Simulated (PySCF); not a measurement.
Variants of one PySCF input: KH

Base input, run as `OMP_NUM_THREADS=1 python input.py` with PySCF 2.14:

```python
from pyscf import gto, scf, ci

mol = gto.M(
    atom='K 0 0 0; H 0 0 2.265',
    basis='def2-svpd',
    charge=0,
    spin=0,
    symmetry=True,
    verbose=4,
)
mf = scf.UHF(mol)
mf.kernel()
ci.CISD(mf, frozen=5).kernel()
mf.dip_moment()
print('orbital energies (hartree):', [e[max(0, n-3):n+3].round(4) for e, n in zip(mf.mo_energy, mol.nelec)])
```

Base result: E(SCF) = -599.605514 Eh, 11 cycles, E(CISD) − E(SCF) = -0.08150 Eh, μz(SCF) = -8.78 D. The bond length is a typed value, not an optimised one. No search for the lowest solution was made.

It ran on Arm Neoverse V1 (1 thread, shared host) in 1.2 s, peak memory 0.13 GiB.

Each row names what differs from the base; energies in brackets are changes from the base.

| change | result | wall time (s) |
| --- | --- | --- |
| basis set: def2-svpd → crenbl; core potential: off → on; frozen orbitals: 5 → 0 | E(SCF) = -28.433399 Eh, 7 cycles, E(CISD) − E(SCF) = -0.06123 Eh, μz(SCF) = -8.69 D | 0.91 |
| functional: none (Hartree–Fock) → pbe; SCF type: UHF → UKS; step after the SCF: cisd → analyze | E(SCF) = -600.173592 Eh, 10 cycles, μz(SCF) = -7.13 D | 2 |
| step after the SCF: cisd → eomee; number of roots: default → 6 | E(SCF) = -599.605514 Eh (+0.0000 eV), 11 cycles, E(CCSD) − E(SCF) = -0.08425 Eh, μz(SCF) = -8.78 D, excitation roots 2.177, 2.177, 2.177, 2.607, 3.248, 3.248 eV | 4.3 |
| basis set: def2-svpd → x2c-svpall; spin-free X2C: off → on | E(SCF) = -601.889418 Eh, 10 cycles, E(CISD) − E(SCF) = -0.07371 Eh, μz(SCF) = -8.77 D | 1.1 |
| geometry: bond 2.265 → bond 3.397 [stretched restricted solution, likely unstable] | E(SCF) = -599.574059 Eh (+0.8559 eV), 10 cycles, E(CISD) − E(SCF) = -0.08299 Eh, μz(SCF) = -12.64 D | 1.3 |
| Cartesian functions: off → on | E(SCF) = -599.606807 Eh (-0.0352 eV), 11 cycles, E(CISD) − E(SCF) = -0.08556 Eh, μz(SCF) = -8.72 D | 1.4 |
| charge: 0 → -1; spin (2S): 0 → 1 [another spin of the ion may lie lower] | E(SCF) = -599.613037 Eh (-0.2047 eV), 12 cycles, E(CISD) − E(SCF) = -0.08333 Eh, ⟨S²⟩ = 0.752 | 1.2 |
| geometry: bond 2.265 → bond 6.795 [stretched restricted solution, likely unstable] | E(SCF) = -599.486203 Eh (+3.2466 eV), E(CISD) − E(SCF) = -0.11398 Eh, μz(SCF) = -22.06 D | 1.2 |
| basis set: def2-svpd → jorge-tzp-dkh; spin-free X2C: off → on | E(SCF) = -601.976797 Eh, 11 cycles, E(CISD) − E(SCF) = -0.18727 Eh, μz(SCF) = -8.77 D | 4.7 |
| basis set: def2-svpd → 6-31+g* | E(SCF) = -599.642571 Eh (-1.0084 eV), 8 cycles, E(CISD) − E(SCF) = -0.03275 Eh, μz(SCF) = -8.74 D | 0.93 |
| basis set: def2-svpd → lanl2dz; core potential: off → on; frozen orbitals: 5 → 0 | E(SCF) = -28.368730 Eh, 8 cycles, E(CISD) − E(SCF) = -0.02319 Eh, μz(SCF) = -9.12 D | 0.81 |
| spin (2S): 0 → 2 [a high spin state] | E(SCF) = -599.556577 Eh (+1.3316 eV), 10 cycles, E(CISD) − E(SCF) = -0.05283 Eh, ⟨S²⟩ = 2.000, μz(SCF) = 4.41 D | 1 |
| spin (2S): 0 → 4 | not converged: SCF, UCISD after 50 cycles | 2.4 |
| charge: 0 → 1; spin (2S): 0 → 1 [another spin of the ion may lie lower] | E(SCF) = -599.422068 Eh (+4.9918 eV), 7 cycles, E(CISD) − E(SCF) = -0.04780 Eh, ⟨S²⟩ = 0.750 | 0.99 |
| frozen orbitals: 5 → 20 [unsound on purpose] | stops with ValueError (cannot reshape array of size 2600 into shape (25,325)) after the SCF | 0.83 |
| functional: none (Hartree–Fock) → hcth407; SCF type: UHF → UKS; step after the SCF: cisd → analyze | E(SCF) = -600.523825 Eh, 12 cycles, μz(SCF) = -6.74 D | 2.2 |
| basis set: def2-svpd → 6-31g* | E(SCF) = -599.642561 Eh (-1.0081 eV), 8 cycles, E(CISD) − E(SCF) = -0.03262 Eh, μz(SCF) = -8.74 D | 0.93 |
| functional: none (Hartree–Fock) → revpbe; SCF type: UHF → UKS; step after the SCF: cisd → analyze | E(SCF) = -600.296523 Eh, 10 cycles, μz(SCF) = -7.22 D | 1.8 |
| step after the SCF: cisd → optimize | E(SCF) = -599.605514 Eh (+0.0000 eV), 11 cycles, all at the start geometry; optimised bond 2.326 Å with E = -599.605769 Eh after 4 steps | 2 |
| SCF type: UHF → RHF | E(SCF) = -599.605514 Eh (+0.0000 eV), 8 cycles, E(CISD) − E(SCF) = -0.08150 Eh, μz(SCF) = -8.78 D | 0.85 |
| step after the SCF: cisd → ccsd(t) | E(SCF) = -599.605514 Eh (+0.0000 eV), 11 cycles, E(CCSD) − E(SCF) = -0.08425 Eh, (T) = -0.00068 Eh, μz(SCF) = -8.78 D | 1.8 |

Order these changes by how far they move the SCF energy from the base, largest first: (1) Cartesian functions: off → on; (2) SCF type: UHF → RHF; (3) geometry: bond 2.265 → bond 3.397; (4) geometry: bond 2.265 → bond 6.795.

(4) +3.2466 eV, (3) +0.8559 eV, (1) -0.0352 eV, (2) +0.0000 eV.
